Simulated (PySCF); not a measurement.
HO2, SMILES [O]O (connectivity only; charge and spin as stated), charge -1, multiplicity 1. Atoms are numbered in the order given.

```xyz
3

O      0.0164     0.8105     0.0000
O     -0.1182    -0.6935     0.0000
H      0.8143    -0.9358     0.0000
```
Charge -1, spin multiplicity 1.

Geometry: B3LYP-D3(BJ)/def2-TZVPD. The spin state was assumed, not searched. The isomer is the one that the SMILES or the coordinates give; other isomers of the formula were not compared.

Two levels are set side by side: PBE/pcSseg-2 (PySCF) and HF/pcSseg-2 (PySCF). GIAO shifts against H2O (¹⁷O), TMS (¹H) at the same level; non-relativistic, no solvent, atoms listed together averaged. Differences are taken from unrounded values.

| quantity | HF | PBE | PBE minus HF |
|---|---|---|---|
| δ(¹⁷O) of O1 (ppm) | 761.6 | 728.4 | -33.2 |
| δ(¹⁷O) of O2 (ppm) | -11.3 | 111.3 | 122.6 |
| δ(¹H) of H3 (ppm) | -1.73 | 1.15 | 2.89 |

Rough cost on one machine, each run with all the roots and properties that it gave: HF against PBE within a factor of 2.
